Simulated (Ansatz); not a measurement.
The cluster Ca2Cl2. Charge 0, multiplicity 3. Geometry r2SCAN-D4/def2-TZVP, that of the charge +1 doublet; atoms count from 1.

```
atom   x (Å)   y (Å)   z (Å)
 Ca1   0.007  -0.899  -1.657
 Ca2  -0.008   0.897   1.656
 Cl3   1.322  -1.038   0.569
 Cl4  -1.321   1.039  -0.568
```

The structure comes from a short search, and lower isomers may exist.

(1) Estimate the Mulliken populations from the PBE0/def2-TZVP orbitals of Ansatz.

(2) Where does the spin sit?

(3) And the Mayer bond orders between heavy atoms (over 0.3)?

## Answers

(1) 
| atom | charge (e) | spin (α − β) |
| --- | --- | --- |
| Ca1 | 0.60 | 1.00 |
| Ca2 | 0.60 | 1.00 |
| Cl3 | -0.60 | 0.00 |
| Cl4 | -0.60 | 0.00 |
Mulliken values depend strongly on the basis.

(2) Summed by element: Ca 1.99, Cl 0.01, of 2 unpaired in all. Largest on single atoms: Ca1 1.00, Ca2 1.00, Cl3 0.00.

(3) Ca1–Cl3 0.38 (2.59 Å); Ca1–Cl4 0.38 (2.59 Å); Ca2–Cl3 0.38 (2.59 Å); Ca2–Cl4 0.38 (2.59 Å).
